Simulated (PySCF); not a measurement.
## How methods differ on the ionisation energy of I⁺

I⁺ [Kr] 4d10 5s2 5p4 (3P) → I²⁺ [Kr] 4d10 5s2 5p3 (4S), as a difference of total energies. All numbers are calculated (PySCF 2.14, a scalar-relativistic core potential, in cc-pVTZ-PP with ECP28MDF (5s4p3d1f, 39 functions)). Correlated levels: valence: 4s2 4p6 4d10 frozen. The calculations carry no spin-orbit coupling.

```tsv
method	ionisation energy (eV)	error (eV)
UHF	17.671	-1.079
M06-L	18.496	-0.254
r2SCAN	18.740	-0.010
MP2 (valence)	18.276	-0.474
SCS-MP2 (valence)	18.336	-0.414
CCSD (valence)	18.404	-0.346
CCSD(T) (valence)	18.427	-0.323
```

Reference: 18.750 eV (measured; NIST levels, between the centres of gravity of the two terms).

Errors of the correlated levels include the incompleteness of this basis and the frozen core.
